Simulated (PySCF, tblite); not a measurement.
Isomers of C4H3F2S (doublet state), one GFN2-xTB conformer each. Single-point energies are computed at B3LYP/pcH-1 (PySCF, gas phase, no added dispersion term), electronic only. GFN2-xTB treats the open shell by occupation alone, and not every SCF solution was tested for stability.

```
          SMILES  GFN2-xTB relative energy (kJ/mol)
F[C]1SC=C[C@H]1F                                0.6
 FC1=C(F)S[CH]C1                                0.0
```

**Question.** What does B3LYP/pcH-1 give for the same structures?

**Answer.** 
```csv
SMILES,B3LYP/pcH-1 E (Eh),B3LYP/pcH-1 (kJ/mol),GFN2-xTB (kJ/mol),point group
F[C]1SC=C[C@H]1F,-752.03440,0.0,0.6,C1
FC1=C(F)S[CH]C1,-752.02874,14.9,0.0,Cs
```

GFN2-xTB puts FC1=C(F)S[CH]C1 lowest instead. Neighbours under 21 kJ/mol apart (F[C]1SC=C[C@H]1F and FC1=C(F)S[CH]C1) can change places with a better method, another conformer or zero-point energy.

**Question.** What happens when harmonic zero-point energies from GFN2-xTB frequencies are added?

**Answer.** 
```tsv
SMILES	ZPE (kJ/mol)	electronic (kJ/mol)	with ZPE (kJ/mol)
F[C]1SC=C[C@H]1F	152.9	0.0	0.0
FC1=C(F)S[CH]C1	151.1	14.9	13.1
```

The zero-point energies span 1.8 kJ/mol. The order is unchanged.

**Question.** As an exercise, what shares would exp(−E/RT) give at 500 K from these electronic energies alone (no entropy, no degeneracies)?

**Answer.** RT = 4.157 kJ/mol: F[C]1SC=C[C@H]1F 97.3 %, FC1=C(F)S[CH]C1 2.7 %.
